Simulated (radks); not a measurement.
Spherical jellium clusters: N electrons in a uniform positive sphere of charge N and radius rs N^(1/3), rs = 5.25 bohr. Level of theory: non-relativistic Kohn-Sham, PBEsol, spin-polarised, spherical densities (a radial shooting solver with Libxc functionals). Levels are named by radial order and angular momentum (1s, 1p, 1d, 2s, ...), and open shells are averaged over m. Each electron was tried in the lowest free levels, single moves between levels near the top were tried too, and the lowest total energy was kept; such a search can miss a lower state. The series stops at N = 10: beyond it a trial failed or the search could not be trusted, so later rows were left out. Energies include the self-energy of the background; IP and EA are vertical (highest electron removed, lowest free level filled), at fixed background; spill-out counts the electrons outside the background radius R, and alpha is the static dipole polarisability from linear response (closed shells only). A dash means not computed or, for alpha, an open shell; in EA it means that no bound solution was reached, which is typical of self-interaction and does not show that the anion is unstable. Real open-shell clusters deform, which this model forbids.

| N | open shells | 2S | E/N (eV) | E(N+1) + E(N-1) - 2E(N) (eV) | IP (eV) | -e(HOMO) (eV) | spill-out (e) |
|---|---|---|---|---|---|---|---|
| 1 | 1s(up 1, down 0) | 1 | -1.406 | - | - | 2.531 | 0.28 |
| 2 | none | 0 | -1.640 | 0.607 | 4.189 | 2.555 | 0.43 |
| 3 | 1p(up 1, down 0) | 1 | -1.516 | -0.476 | 3.292 | 1.923 | 0.66 |
| 4 | 1p(up 2, down 0) | 2 | -1.573 | -0.291 | 3.649 | 2.275 | 0.80 |
| 5 | 1p(up 3, down 0) | 3 | -1.665 | 0.346 | 3.822 | 2.489 | 0.89 |
| 6 | 1p(up 3, down 1) | 2 | -1.669 | -0.300 | 3.378 | 2.217 | 1.01 |
| 7 | 1p(up 3, down 2) | 1 | -1.714 | -0.189 | 3.615 | 2.441 | 1.10 |
| 8 | none | 0 | -1.772 | 0.721 | 3.745 | 2.591 | 1.18 |
| 9 | 1d(up 1, down 0) | 1 | -1.737 | -0.193 | 2.972 | 1.917 | 1.32 |
| 10 | 1d(up 2, down 0) | 2 | -1.728 | - | 3.138 | 2.093 | 1.43 |

All shells are closed at N = 2, 8 (there: 1s2 1p6); the second difference of the energy has clear peaks (12 % above both neighbours; the first and last values, which can be the largest, are not judged, and half-filled shells can peak too) at N = 5, 8.
